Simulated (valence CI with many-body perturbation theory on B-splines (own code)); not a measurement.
Tc³⁰⁺: calculated level list

Calculated by configuration interaction combined with many-body perturbation theory (CI+MBPT): three valence electrons over a frozen Dirac-Fock core [Ne], radial functions for each j: 9 s, 9 p, 8 d, 6 f, 3 g, 1 h, with the one-electron correlation potential Σ1, the two-electron term Σ2, the three-electron term Σ3, Breit, model QED; selected CI, second order for the rest, scaled by the run's own slope (own B-spline code, finite nucleus).

The last digits are not significant, and no measured levels were compared; by estimate large intervals hold to a few tenths of a per cent, small ones and those within an open d or f shell to about a per cent.

Levels 1 to 33 of 33, with energies above the lowest level, 3s2.3p 2P°_1/2. "Leading %" is the weight of the configuration and term that name the level; weights of strongly mixed levels are sums over their largest components and can fall short, so below about 35 % the name and the second component can differ from the true leading terms, or belong to a minority configuration. In the jj column 3d3/2^4 stands for four electrons in 3d with j = 3/2.

```csv
No.,Configuration,Term,J,E (cm⁻¹),Leading %,Leading jj,g
1,3s2.3p,2P°,1/2,0,98,3s^2 3p1/2 (98 %),0.661
2,3s2.3p,2P°,3/2,228200,98,3s^2 3p3/2 (98 %),1.330
3,3s.3p2,4P,1/2,562050,81,3s 3p1/2^2 (83 %),2.491
4,3s.3p2,4P,3/2,709450,96,3s 3p1/2 3p3/2 (97 %),1.700
5,3s.3p2,4P,5/2,768080,62,3s 3p1/2 3p3/2 (88 %),1.446
6,3s.3p2,2D,3/2,863350,73,3s 3p1/2 3p3/2 (79 %),0.875
7,3s.3p2,2P,1/2,937080,69,3s 3p1/2 3p3/2 (78 %),1.142
8,3s.3p2,2D,5/2,977320,50,3s 3p3/2^2 (80 %),1.342
9,3s2.3d,2D,3/2,1138800,53,3s^2 3d3/2 (53 %),1.043
10,3s.3p2,2S,1/2,1166700,67,3s 3p3/2^2 (91 %),1.693
11,3s.3p2,2P,3/2,1216700,41,3s 3p3/2^2 (63 %),1.035
12,3s2.3d,2D,5/2,1222000,82,3s^2 3d5/2 (82 %),1.202
13,3p3,2D°,3/2,1469200,30,3p1/2^2 3p3/2 (79 %),1.234
14,3s.3p.3d,4F°,3/2,1569100,81,3s 3p1/2 3d3/2 (88 %),0.555
15,3s.3p.3d,4F°,5/2,1586600,34,3s 3p1/2 3d3/2 (63 %),1.123
16,3p3,4S°,3/2,1634100,52,3p1/2 3p3/2^2 (72 %),1.407
17,3s.3p.3d,4F°,5/2,1635600,50,3s 3p1/2 3d5/2 (50 %),1.128
18,3s.3p.3d,4F°,7/2,1684500,77,3s 3p1/2 3d5/2 (76 %),1.257
19,3s.3p.3d,4D°,3/2,1702000,55,3s 3p1/2 3d3/2 (62 %),1.341
20,3s.3p.3d,4D°,1/2,1704300,80,3s 3p1/2 3d3/2 (84 %),0.289
21,3s.3p.3d,4P°,5/2,1707600,50,3s 3p1/2 3d5/2 (81 %),1.437
22,3p3,2P°,1/2,1760300,82,3p1/2 3p3/2^2 (82 %),0.658
23,3s.3p.3d,2F°,5/2,1812100,78,3s 3p1/2 3d5/2 (51 %),0.931
24,3s.3p.3d,4F°,9/2,1830500,100,3s 3p3/2 3d5/2 (100 %),1.330
25,3s.3p.3d,2D°,3/2,1846400,46,3s 3p3/2 3d3/2 (37 %),0.994
26,3s.3p.3d,4D°,5/2,1867900,61,3s 3p3/2 3d3/2 (81 %),1.332
27,3s.3p.3d,4D°,7/2,1870500,76,3s 3p3/2 3d5/2 (50 %),1.375
28,3s.3p.3d,4P°,1/2,1871900,90,3s 3p3/2 3d3/2 (97 %),2.401
29,3s.3p.3d,4P°,3/2,1872200,36,3s 3p3/2 3d3/2 (64 %),1.369
30,3s.3p.3d,4P°,3/2,1891000,25,3s 3p3/2 3d5/2 (42 %),1.405
31,3s.3p.3d,2D°,5/2,1935900,54,3s 3p3/2 3d5/2 (88 %),1.288
32,3s.3p.3d,2D°,3/2,1996900,57,3s 3p3/2 3d3/2 (39 %),1.031
33,3s.3p.3d,2F°,7/2,2007600,98,3s 3p3/2 3d5/2 (67 %),1.143
```

Names give the largest LS component (configuration and term), which can be under half, so a name can repeat, a term be missing and a line seem to break the LS rules; names also repeat where a configuration has a term twice.

The ionisation energy to 3s2 1S_0 of the next ion comes out as 1704.8 eV (NIST: 1689 ± 8 eV (semi-empirical)). All 33 levels together are meant to be complete up to 2013400 cm⁻¹.
